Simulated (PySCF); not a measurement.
A structure optimised at PBE-D3(BJ)/def2-SVP, used in a PySCF frequency run:

```xyz
10

N     -0.4037     3.3260     0.0000
C     -0.2295     2.1593     0.0000
N     -0.1585     0.8301     0.0000
C      0.9637     0.1859     0.0000
O      0.9826    -1.1342     0.0000
Si    -0.5442    -1.9989     0.0000
H      1.9705     0.6540     0.0000
H     -1.3025    -1.6701    -1.2462
H     -1.3025    -1.6701     1.2462
H     -0.0779    -3.4191     0.0000
```
Charge 0, spin multiplicity 1.

Question: Write its SMILES, formula and point group.

Answer: N#C/N=C/O[SiH3], C₂H₄N₂OSi, Cs

Question: What are its rotational constants (standard atomic weights)?

Answer: 10.409, 1.3494, 1.2125 GHz
